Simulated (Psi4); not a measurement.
SSi, charge -1, doublet, geometry from GFN2-xTB of the parent state (a state made from the parent by changing its charge; the spin is typed, not shown lowest) (a gas-phase anion, which may not be bound at this level); HF/def2-SV(P) run with Psi4.

Here is a job for Psi4.
```
memory 2 GB

molecule mol {
-1 2
  Si   -0.000000   -0.000000   -1.119673
  S     0.000000    0.000000    0.979714
}

set basis def2-sv(p)
set reference uhf

energy('scf')
print_variables()
```

Predict the main parts of the log of this Psi4 run.


```
   => Loading Basis Set <=

    Name: DEF2-SV(P)
    Role: ORBITAL
    Keyword: BASIS

         ---------------------------------------------------------
                                   SCF
               by Justin Turney, Rob Parrish, Andy Simmonett
                          and Daniel G. A. Smith
                              UHF Reference
         ---------------------------------------------------------

  ==> Geometry <==

    Molecular point group: c2v
    Full point group: C_inf_v

    Geometry (in Angstrom), charge = -1, multiplicity = 2:

       Center              X                  Y                   Z               Mass
    ------------   -----------------  -----------------  -----------------  -----------------
         SI           0.000000000000     0.000000000000    -1.119647586309    27.976926534650
         S            0.000000000000     0.000000000000     0.979739413691    31.972071174400

  Running in c2v symmetry.

  Rotational constants: A = ************  B =      0.25634  C =      0.25634 [cm^-1]
  Rotational constants: A = ************  B =   7684.99068  C =   7684.99068 [MHz]
  Nuclear repulsion =   56.462050679593624

  Charge       = -1
  Multiplicity = 2
  Electrons    = 31
  Nalpha       = 16
  Nbeta        = 15

  ==> Algorithm <==

  SCF Algorithm Type is DF.
  DIIS enabled.
  MOM disabled.
  Fractional occupation disabled.
  Guess Type is SAD.
  Energy threshold   = 1.00e-06
  Density threshold  = 1.00e-06
  Integral threshold = 1.00e-12

  ==> Primary Basis <==

  Basis Set: DEF2-SV(P)
    Blend: DEF2-SV(P)
    Number of shells: 16
    Number of basis functions: 36
    Number of Cartesian functions: 38
    Spherical Harmonics?: true
    Max angular momentum: 2

   => Loading Basis Set <=

    Name: (DEF2-SV(P) AUX)
    Role: JKFIT
    Keyword: DF_BASIS_SCF

  ==> Integral Setup <==

  SCF_SUBTYPE=INCORE selected. In-core MEM_DF algorithm will be used.
  Using in-core AOs.

  ==> MemDFJK: Density-Fitted J/K Matrices <==

    J tasked:                   Yes
    K tasked:                   Yes
    wK tasked:                   No
    Algorithm:                 Core
    Schwarz Cutoff:           1E-12
    Mask sparsity (%):       0.7716
    Fitting Condition:        1E-10

   => Auxiliary Basis Set <=

  Basis Set: (DEF2-SV(P) AUX)
    Blend: DEF2-UNIVERSAL-JKFIT
    Number of shells: 76
    Number of basis functions: 256
    Number of Cartesian functions: 310
    Spherical Harmonics?: true
    Max angular momentum: 4

  Minimum eigenvalue in the overlap matrix is 2.7464764560E-02.
  Reciprocal condition number of the overlap matrix is 8.7988894557E-03.
    Using symmetric orthogonalization.

  ==> Pre-Iterations <==

  SCF Guess: Superposition of Atomic Densities via on-the-fly atomic UHF (no occupation information).

   -------------------------
    Irrep   Nso     Nmo
   -------------------------
     A1        18      18
     A2         2       2
     B1         8       8
     B2         8       8
   -------------------------
    Total      36      36
   -------------------------

  ==> Iterations <==

                           Total Energy        Delta E     RMS |[F,P]|

   @DF-UHF iter SAD:  -685.47301128278582   -6.85473e+02   0.00000e+00
   @DF-UHF iter   1:  -686.20004969642241   -7.27038e-01   1.16010e-02 ADIIS/DIIS
   @DF-UHF iter   2:  -686.23291531564837   -3.28656e-02   5.91581e-03 ADIIS/DIIS
   @DF-UHF iter   3:  -686.24381000602807   -1.08947e-02   1.13395e-03 ADIIS/DIIS
   @DF-UHF iter   4:  -686.24446943252030   -6.59426e-04   3.82453e-04 ADIIS/DIIS
   @DF-UHF iter   5:  -686.24464021429583   -1.70782e-04   1.84498e-04 ADIIS/DIIS
   @DF-UHF iter   6:  -686.24470344290432   -6.32286e-05   1.21900e-04 ADIIS/DIIS
   @DF-UHF iter   7:  -686.24475309116633   -4.96483e-05   7.97370e-05 DIIS
   @DF-UHF iter   8:  -686.24478015834018   -2.70672e-05   6.19033e-05 DIIS
   @DF-UHF iter   9:  -686.24480963910651   -2.94808e-05   3.93541e-05 DIIS
   @DF-UHF iter  10:  -686.24482585748831   -1.62184e-05   1.23331e-05 DIIS
   @DF-UHF iter  11:  -686.24482652474080   -6.67252e-07   3.52189e-06 DIIS
   @DF-UHF iter  12:  -686.24482653708878   -1.23480e-08   1.02864e-06 DIIS
   @DF-UHF iter  13:  -686.24482653831740   -1.22861e-09   3.31150e-07 DIIS
  Energy and wave function converged.

  ==> Post-Iterations <==

   @Spin Contamination Metric:   2.772623082E-02
   @S^2 Expected:                7.500000000E-01
   @S^2 Observed:                7.777262308E-01
   @S   Expected:                5.000000000E-01
   @S   Observed:                5.000000000E-01

    Orbital Energies [Eh]
    ---------------------

    Alpha Occupied:

       1A1   -91.635731     2A1   -68.543259     3A1    -8.669603
       1B2    -6.357680     4A1    -6.356840     1B1    -6.354293
       5A1    -5.912670     2B2    -4.025336     2B1    -4.018996
       6A1    -4.016426     7A1    -0.656566     8A1    -0.350959
       3B2    -0.164708     9A1    -0.144681     3B1    -0.117945
       4B2    -0.022757

    Alpha Virtual:

       4B1     0.243323    10A1     0.390933    11A1     0.480712
      12A1     0.754008     5B2     0.772049     5B1     0.787252
       6B2     0.838641    13A1     0.848381     1A2     0.855404
      14A1     0.860279     6B1     0.865344    15A1     1.013679
       7B2     1.199725     2A2     1.203095    16A1     1.203260
       7B1     1.207594    17A1     1.344436     8B2     1.356264
       8B1     1.364671    18A1     1.697065

    Beta Occupied:

       1A1   -91.635217     2A1   -68.538861     3A1    -8.668999
       1B1    -6.357550     4A1    -6.356943     1B2    -6.351750
       5A1    -5.907131     2B1    -4.015041     6A1    -4.014417
       2B2    -4.004712     7A1    -0.649388     8A1    -0.296351
       3B1    -0.130114     9A1    -0.126275     3B2    -0.113060

    Beta Virtual:

       4B1     0.261685     4B2     0.298793    10A1     0.411435
      11A1     0.498695    12A1     0.758689     5B1     0.801193
       5B2     0.828729    13A1     0.856438     6B1     0.868625
       6B2     0.899257     1A2     0.916963    14A1     0.917078
      15A1     1.022789     7B1     1.199988     2A2     1.209093
      16A1     1.209149     7B2     1.213656    17A1     1.350304
       8B1     1.360491     8B2     1.379029    18A1     1.701384

    Final Occupation by Irrep:
             A1    A2    B1    B2
    DOCC [     9,    0,    3,    3 ]
    SOCC [     0,    0,    0,    1 ]
    NA   [     9,    0,    3,    4 ]
    NB   [     9,    0,    3,    3 ]

  @DF-UHF Final Energy:  -686.24482653831740

   => Energetics <=

    Nuclear Repulsion Energy =             56.4620506795936237
    One-Electron Energy =               -1070.8994982194983550
    Two-Electron Energy =                 328.1926210015872698
    Total Energy =                       -686.2448265383175112

  UHF NO Occupations:
  HONO-2 :    9 A1 1.9942547
  HONO-1 :    3 B1 1.9929570
  HONO-0 :    4 B2 1.0000000
  LUNO+0 :    4 B1 0.0070430
  LUNO+1 :   10 A1 0.0057453
  LUNO+2 :    5 B2 0.0008839
  LUNO+3 :   11 A1 0.0001751

Computation Completed

Properties will be evaluated at   0.000000,   0.000000,   0.000000 [a0]

Properties computed using the SCF density matrix

 Multipole Moments:

 ------------------------------------------------------------------------------------
     Multipole            Electronic (a.u.)      Nuclear  (a.u.)        Total (a.u.)
 ------------------------------------------------------------------------------------

 L = 1.  Multiply by 2.5417464519 to convert [e a0] to [Debye]
 Dipole X            :          0.0000000            0.0000000            0.0000000
 Dipole Y            :          0.0000000            0.0000000            0.0000000
 Dipole Z            :         -0.1096724            0.0014445           -0.1082278
 Magnitude           :                                                    0.1082278

 ------------------------------------------------------------------------------------

  Variable Map:
  ----------------------------------------------------------------------------
  "CURRENT ENERGY"           =>    -686.244826538317
  "CURRENT REFERENCE ENERGY" =>    -686.244826538317
  "DD SOLVATION ENERGY"      =>       0.000000000000
  "HF KINETIC ENERGY"        =>     686.202347268174
  "HF POTENTIAL ENERGY"      =>   -1372.447173806492
  "HF TOTAL ENERGY"          =>    -686.244826538318
  "HF VIRIAL RATIO"          =>       2.000061904874
  "NUCLEAR REPULSION ENERGY" =>      56.462050679594
  "ONE-ELECTRON ENERGY"      =>   -1070.899498219498
  "PCM POLARIZATION ENERGY"  =>       0.000000000000
  "PE ENERGY"                =>       0.000000000000
  "SCF ITERATION ENERGY"     =>    -686.244826538317
  "SCF ITERATIONS"           =>      13.000000000000
  "SCF TOTAL ENERGY"         =>    -686.244826538317
  "TWO-ELECTRON ENERGY"      =>     328.192621001587

  Array Variable Map:
  ----------------------------------------------------------------------------
  "CURRENT DIPOLE"           =>       0.000000000000 ... -0.108227844019 1 by 3
  "SCF DIPOLE"               =>       0.000000000000 ... -0.108227844019 1 by 3
  "SCF TOTAL ENERGIES"       =>    -685.473011282786 ... -686.244826538317 1 by 14
```
